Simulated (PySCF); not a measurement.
**Static response to an electric field**

C₅H₉NOSi.
Atom-mapped SMILES: `[CH2:1]=[C:2]([SiH3:3])/[CH:4]=[N:5]\[C:6]([CH3:7])=[O:8]` (hydrogens: H9, H10 on C1; H11, H12, H13 on Si3; H14 on C4; H15, H16, H17 on C7)

Geometry (GFN2-xTB, Å), atoms numbered from 1 in this order:
```
atom  x, y, z in Å
C1     2.3621    1.4640    0.1992
C2     1.2996    0.6850   -0.0229
Si3    1.3771   -1.2027    0.1984
C4     0.0870    1.3358   -0.4981
N5    -1.0432    0.8225   -0.7005
C6    -1.5671   -0.4237   -0.6951
C7    -2.6143   -0.5987    0.3870
O8    -1.3525   -1.2444   -1.5618
H9     2.3330    2.5360    0.0605
H10    3.3011    1.0558    0.5321
H11    1.3099   -1.8534   -1.1008
H12    2.6625   -1.4650    0.8532
H13    0.2999   -1.6075    1.1041
H14    0.1577    2.4086   -0.6844
H15   -3.4776    0.0157    0.1393
H16   -2.2268   -0.2746    1.3500
H17   -2.9155   -1.6414    0.4299
```

Level: CAM-B3LYP/def2-SVPD (PySCF), static field, nuclei fixed, core orbitals frozen in the response. The polarisability tensor in these axes (au):

```
x   119.82  17.35   6.31
y    17.35 102.26   3.08
z     6.31   3.08  75.08
```

Give the principal values, the mean and the anisotropy Δα = √{½[(α1 − α2)² + (α2 − α3)² + (α1 − α3)²]}.

Principal values 74.18, 91.62 and 131.35 au; mean 99.05 au = 14.68 Å³ = 16.33 × 10⁻⁴⁰ C²·m²/J; Δα = 50.75 au (51 % of the mean).

What is the dipole moment, and where does it point?

(1.76, 2.30, 2.65) D, 3.93 D in size, pointing from the negative to the positive side. Measured along this direction, the outermost atoms are O8 at the negative end and H9 and H10 at the positive end.

Directions of the eigenvectors, and the extent of the frame along each?

Largest value along (0.85, 0.52, 0.12), where the nuclei span 6.67 Å; middle along (-0.52, 0.85, -0.04), 4.67 Å; least along (-0.13, -0.03, 0.99), 2.97 Å. The response follows the extents in order.

How large is μ²/3kT at 250 K beside α?

In Gaussian units μ²/3kT = 149.11 Å³ against 14.68 Å³, a ratio of 10.16; the Debye molar polarisation (4π/3)N_A(α + μ²/3kT) is 413.2 cm³/mol, leaving out the vibrational part.

Refractivity n − 1 of an ideal gas of it at 273.15 K and 1 atm, from the electronic α?

N = p/kT = 2.6868 × 10¹⁹ cm⁻³, so n − 1 = 2π × N × 14.68 × 10⁻²⁴ cm³ = 2478 × 10⁻⁶ at long wavelengths.

Molar refractivity from α?

Lorentz–Lorenz: R = (4π/3)N_A α = 2.5225 cm³/(mol·Å³) × 14.68 Å³ = 37.0 cm³/mol, in the limit of long wavelengths.

Isolated species at its GFN2-xTB geometry (one conformer only).
